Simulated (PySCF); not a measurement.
Compound: C₅H₇F₃.
Structure used (GFN2-xTB), in Å, numbered top down from 1:
```xyz
15
C5H7F3 angstrom
C     -2.0290   -0.6863   -0.5929
C     -0.8650    0.2658   -0.3564
C      0.1420   -0.3304    0.6376
C      1.2582    0.6207    0.9107
F      0.9296    1.7086    1.6361
C      2.5078    0.5015    0.4830
F      2.9279   -0.5347   -0.2385
F      3.5019    1.3505    0.7045
H     -2.5527   -0.8903    0.3381
H     -1.6763   -1.6296   -1.0034
H     -2.7352   -0.2501   -1.2941
H     -0.3579    0.4694   -1.3015
H     -1.2387    1.2125    0.0377
H      0.5526   -1.2597    0.2429
H     -0.3696   -0.5398    1.5801
```

PySCF, density fitting, gas phase, GFN2-xTB geometry. The standard run uses grid level 2 after a coarse-grid start, the def2-universal JK fitting basis (with tight functions added where the orbital basis needs them), an energy threshold of 1e-9 Eh and DIIS. The changed runs have no coarse-grid stage.

Q: Standard PBE0/pcSseg-1: E = -493.673565 Eh, HOMO -7.178 eV, LUMO 0.734 eV, dipole 2.107 D, 14 cycles (coarse-grid cycles included). What changes at PBE0/pcSseg-1 with: damping 0.1 at the start, DIIS from the seventh cycle?

A: E = -493.673565 Eh (0.000 mEh), HOMO -7.178 eV (0.000), LUMO 0.734 eV (0.000), dipole 2.107 D (0.000), 17 SCF cycles. The result matches the standard run within 0.02 mEh and 0.003 eV; such settings steer the iterations and don't enter the energy expression.

The cycles:
```
cycle   1  E = -493.5697788147  dE =  1.074e+00  |g| = 7.606e-01  |ddm| = 3.375e+00
cycle   2  E = -493.5225118878  dE =  4.727e-02  |g| = 9.430e-01  |ddm| = 1.112e+00
cycle   3  E = -493.4541719716  dE =  6.834e-02  |g| = 1.130e+00  |ddm| = 1.344e+00
cycle   4  E = -493.2623726418  dE =  1.918e-01  |g| = 1.566e+00  |ddm| = 1.793e+00
cycle   5  E = -493.0827448507  dE =  1.796e-01  |g| = 1.846e+00  |ddm| = 2.222e+00
cycle   6  E = -491.1324834195  dE =  1.950e+00  |g| = 3.795e+00  |ddm| = 4.209e+00
cycle   7  E = -489.4496474856  dE =  1.683e+00  |g| = 4.872e+00  |ddm| = 5.315e+00
cycle   8  E = -493.6086797413  dE = -4.159e+00  |g| = 5.466e-01  |ddm| = 3.400e+00
cycle   9  E = -493.6629412611  dE = -5.426e-02  |g| = 2.290e-01  |ddm| = 6.369e-01
cycle  10  E = -493.6708757621  dE = -7.935e-03  |g| = 1.116e-01  |ddm| = 2.455e-01
cycle  11  E = -493.6734246851  dE = -2.549e-03  |g| = 2.439e-02  |ddm| = 1.013e-01
cycle  12  E = -493.6735550793  dE = -1.304e-04  |g| = 6.692e-03  |ddm| = 2.441e-02
cycle  13  E = -493.6735643395  dE = -9.260e-06  |g| = 1.766e-03  |ddm| = 5.684e-03
cycle  14  E = -493.6735648897  dE = -5.501e-07  |g| = 5.335e-04  |ddm| = 1.436e-03
cycle  15  E = -493.6735649269  dE = -3.720e-08  |g| = 2.353e-04  |ddm| = 4.870e-04
cycle  16  E = -493.6735649373  dE = -1.046e-08  |g| = 2.868e-05  |ddm| = 1.891e-04
cycle  17  E = -493.6735649375  dE = -1.514e-10  |g| = 1.085e-05  |ddm| = 3.118e-05
```
